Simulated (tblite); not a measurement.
Record of a relaxation.

Compound: isobutyryl bromide, C₄H₇BrO.
Numbering: `[CH3:1][CH:2]([CH3:3])[C:4](=[O:5])[Br:6]` (hydrogens: H7, H8, H9 on C1; H10 on C2; H11, H12, H13 on C3)

Computed with GFN2-xTB (tblite), gas phase: L-BFGS steps from a force-field or distance-geometry start until the largest atomic force falls under 0.01 eV/Å. 7 of its 72 geometries are shown.

Step 0: E = -551.4001 eV, largest atomic force 3.164 eV/Å
```
atom  x, y, z in Å  |  force x, y, z in eV/Å
C1      0.797   -0.974   -0.432    0.241  -0.694   0.416
C2     -0.013    0.068    0.323    1.789  -0.715   2.307
C3     -1.429   -0.069   -0.012   -3.048  -0.839   0.120
C4      0.638    1.379    0.155   -1.028   0.606  -0.449
O5      0.108    2.321   -0.319    0.022   0.824  -0.275
Br6     2.459    1.578    0.767    0.252  -0.259   0.155
H7      0.073   -1.785   -0.689    1.149   0.336   0.178
H8      1.599   -1.301    0.278   -0.456  -0.146  -1.199
H9      1.201   -0.522   -1.350   -0.007  -0.482   0.339
H10     0.065   -0.146    1.445    0.145   0.182  -0.960
H11    -2.072    0.796    0.275    0.581  -0.524  -0.449
H12    -1.811   -0.950    0.593    0.211   0.933  -0.528
H13    -1.620   -0.395   -1.052    0.150   0.777   0.343
```

Step 12: E = -551.8801 eV, largest atomic force 0.154 eV/Å
```
atom  x, y, z in Å  |  force x, y, z in eV/Å
C1      0.835   -0.998   -0.400   -0.050   0.014   0.025
C2     -0.002    0.029    0.382   -0.018   0.123   0.054
C3     -1.484   -0.073    0.021   -0.013  -0.013  -0.039
C4      0.535    1.397    0.124   -0.023   0.109  -0.011
O5      0.050    2.357   -0.357   -0.043  -0.132  -0.010
Br6     2.404    1.525    0.769    0.108   0.064   0.010
H7      0.206   -1.844   -0.647   -0.032  -0.148  -0.027
H8      1.683   -1.361    0.169    0.070   0.068   0.087
H9      1.207   -0.565   -1.323   -0.031  -0.012  -0.089
H10     0.130   -0.130    1.457   -0.046  -0.128   0.043
H11    -2.044    0.821    0.281    0.133   0.068   0.036
H12    -1.927   -0.909    0.550   -0.019  -0.103   0.035
H13    -1.596   -0.250   -1.044   -0.035   0.089  -0.114
```

Step 24: E = -551.9174 eV, largest atomic force 0.127 eV/Å
```
atom  x, y, z in Å  |  force x, y, z in eV/Å
C1      0.845   -1.019   -0.387    0.022  -0.074  -0.042
C2     -0.004   -0.005    0.396    0.059  -0.066  -0.029
C3     -1.482   -0.039    0.008   -0.004  -0.039   0.009
C4      0.528    1.365    0.131    0.023   0.050   0.115
O5      0.008    2.289   -0.381   -0.048   0.066  -0.076
Br6     2.389    1.594    0.752    0.055  -0.065   0.045
H7      0.276   -1.930   -0.551   -0.034   0.011   0.045
H8      1.751   -1.279    0.158   -0.022   0.080  -0.029
H9      1.132   -0.618   -1.358   -0.062  -0.028   0.016
H10     0.097   -0.224    1.466    0.020   0.105  -0.011
H11    -1.981    0.862    0.361   -0.028  -0.039  -0.009
H12    -1.966   -0.901    0.460    0.005  -0.035  -0.041
H13    -1.597   -0.095   -1.071    0.012   0.032   0.007
```

Step 36: E = -551.9657 eV, largest atomic force 0.112 eV/Å
```
atom  x, y, z in Å  |  force x, y, z in eV/Å
C1      0.815   -1.040   -0.367    0.007  -0.019   0.000
C2      0.000    0.011    0.395   -0.020   0.039  -0.022
C3     -1.470   -0.025   -0.028    0.022   0.018  -0.022
C4      0.558    1.376    0.137   -0.055   0.001  -0.008
O5      0.074    2.305   -0.403    0.012  -0.057   0.002
Br6     2.398    1.575    0.847   -0.001  -0.014   0.023
H7      0.349   -2.013   -0.227    0.054   0.008  -0.007
H8      1.836   -1.085    0.004   -0.027  -0.012  -0.042
H9      0.834   -0.818   -1.434   -0.012   0.005   0.082
H10     0.096   -0.186    1.470   -0.027   0.004  -0.057
H11    -2.042    0.745    0.487    0.027  -0.043   0.003
H12    -1.901   -0.999    0.201    0.047   0.100  -0.015
H13    -1.550    0.154   -1.100   -0.026  -0.029   0.063
```

Step 47: E = -551.9690 eV, largest atomic force 0.026 eV/Å
```
atom  x, y, z in Å  |  force x, y, z in eV/Å
C1      0.813   -1.048   -0.363   -0.015   0.012   0.006
C2     -0.002    0.010    0.390    0.003   0.018   0.001
C3     -1.469   -0.014   -0.036    0.015   0.003   0.009
C4      0.562    1.371    0.135    0.015   0.013  -0.017
O5      0.090    2.296   -0.421   -0.004  -0.005  -0.014
Br6     2.389    1.573    0.881   -0.006  -0.008   0.022
H7      0.396   -2.030   -0.161   -0.001  -0.020   0.002
H8      1.853   -1.044   -0.046    0.000   0.009   0.005
H9      0.770   -0.867   -1.434    0.001   0.010  -0.015
H10     0.083   -0.183    1.466    0.007  -0.017  -0.009
H11    -2.044    0.723    0.520    0.002  -0.010   0.002
H12    -1.888   -1.000    0.148   -0.015   0.007   0.006
H13    -1.558    0.214   -1.095   -0.002  -0.011   0.002
```

Step 59: E = -551.9714 eV, largest atomic force 0.044 eV/Å
```
atom  x, y, z in Å  |  force x, y, z in eV/Å
C1      0.814   -1.039   -0.379    0.001  -0.015  -0.008
C2     -0.005    0.010    0.382    0.028  -0.020   0.021
C3     -1.477   -0.014   -0.023    0.018   0.000   0.005
C4      0.569    1.364    0.122    0.001   0.008  -0.006
O5      0.136    2.272   -0.488   -0.004   0.011  -0.016
Br6     2.354    1.574    0.967    0.000   0.018   0.008
H7      0.410   -2.027   -0.176   -0.013  -0.001  -0.010
H8      1.855   -1.023   -0.062   -0.011  -0.002  -0.018
H9      0.768   -0.857   -1.450   -0.007   0.004   0.002
H10     0.093   -0.194    1.453   -0.008   0.001   0.043
H11    -2.038    0.736    0.529   -0.006   0.004   0.003
H12    -1.899   -0.993    0.192   -0.006   0.008  -0.020
H13    -1.584    0.193   -1.085    0.006  -0.016  -0.003
```

Step 71: E = -551.9729 eV, largest atomic force 0.009 eV/Å
```
atom  x, y, z in Å  |  force x, y, z in eV/Å
C1      0.809   -1.036   -0.388   -0.001  -0.002   0.000
C2     -0.001    0.007    0.392   -0.005   0.001   0.001
C3     -1.473   -0.015   -0.013   -0.003   0.003   0.001
C4      0.576    1.358    0.118    0.000  -0.008   0.003
O5      0.165    2.244   -0.540   -0.004   0.006  -0.006
Br6     2.325    1.601    1.025    0.000   0.002   0.002
H7      0.407   -2.026   -0.189   -0.002  -0.001  -0.002
H8      1.855   -1.022   -0.090   -0.001   0.000   0.003
H9      0.744   -0.843   -1.456    0.003  -0.004  -0.001
H10     0.099   -0.199    1.462    0.009  -0.003   0.000
H11    -2.033    0.742    0.532   -0.002  -0.004  -0.002
H12    -1.901   -0.990    0.206    0.005   0.005  -0.002
H13    -1.577    0.182   -1.077    0.001   0.003   0.004
```

Question: Summarise the path.

Answer: The energy falls by 55.26 kJ/mol from step 0 to step 71; nine tenths of that is first reached at step 24. It rises by more than 0.2 meV at step 33. The largest force goes from 3.164 to 0.009 eV/Å. Among the bonds C2–C3 changes most, from 1.461 to 1.527 Å; the atoms move by 0.368 Å rms after alignment.

Question: Follow the three bonds and two angles with the largest change from start to end.

Answer: 
| step | E above end (kJ/mol) | largest force (eV/Å) | C2–C3 (Å) | C4–Br6 (Å) | C2–H10 (Å) | C3–C2–C4 (°) | C2–C4–Br6 (°) |
| --- | --- | --- | --- | --- | --- | --- | --- |
| 0 | 55.26 | 3.164 | 1.461 | 1.931 | 1.145 | 119.0 | 118.2 |
| 3 | 19.26 | 0.924 | 1.536 | 2.004 | 1.083 | 114.7 | 112.4 |
| 6 | 12.72 | 0.336 | 1.526 | 2.020 | 1.098 | 114.2 | 110.7 |
| 9 | 10.35 | 0.234 | 1.536 | 1.982 | 1.097 | 113.3 | 109.9 |
| 12 | 8.95 | 0.154 | 1.529 | 1.981 | 1.095 | 111.7 | 110.0 |
| 15 | 7.51 | 0.260 | 1.526 | 1.996 | 1.096 | 110.3 | 110.5 |
| 19 | 6.25 | 0.186 | 1.530 | 1.981 | 1.096 | 109.2 | 111.2 |
| 22 | 5.70 | 0.102 | 1.525 | 1.974 | 1.095 | 108.6 | 112.2 |
| 25 | 5.15 | 0.131 | 1.531 | 1.977 | 1.097 | 108.7 | 112.9 |
| 28 | 4.17 | 0.183 | 1.537 | 1.989 | 1.096 | 108.6 | 113.0 |
| 31 | 2.31 | 0.283 | 1.526 | 2.002 | 1.093 | 108.7 | 112.8 |
| 34 | 1.01 | 0.128 | 1.526 | 1.983 | 1.097 | 109.3 | 112.4 |
| 37 | 0.62 | 0.090 | 1.529 | 1.982 | 1.098 | 109.4 | 112.1 |
| 40 | 0.46 | 0.040 | 1.526 | 1.984 | 1.096 | 109.1 | 111.9 |
| 43 | 0.41 | 0.036 | 1.527 | 1.983 | 1.096 | 109.2 | 112.0 |
| 46 | 0.38 | 0.028 | 1.528 | 1.983 | 1.097 | 109.2 | 112.1 |
| 49 | 0.34 | 0.038 | 1.527 | 1.984 | 1.096 | 109.3 | 112.1 |
| 52 | 0.27 | 0.040 | 1.528 | 1.984 | 1.096 | 109.5 | 111.9 |
| 56 | 0.19 | 0.044 | 1.528 | 1.987 | 1.096 | 109.5 | 111.6 |
| 59 | 0.14 | 0.044 | 1.527 | 1.985 | 1.095 | 109.8 | 111.6 |
| 62 | 0.09 | 0.035 | 1.527 | 1.984 | 1.095 | 109.8 | 111.4 |
| 65 | 0.04 | 0.034 | 1.527 | 1.986 | 1.096 | 109.6 | 111.4 |
| 68 | 0.00 | 0.014 | 1.527 | 1.985 | 1.095 | 109.7 | 111.6 |
| 71 | 0.00 | 0.009 | 1.527 | 1.985 | 1.095 | 109.7 | 111.6 |

The cost below is that of the whole relaxation. The run took 0.33 s on Intel Xeon Platinum 8488C, one thread, no GPU, shared host.
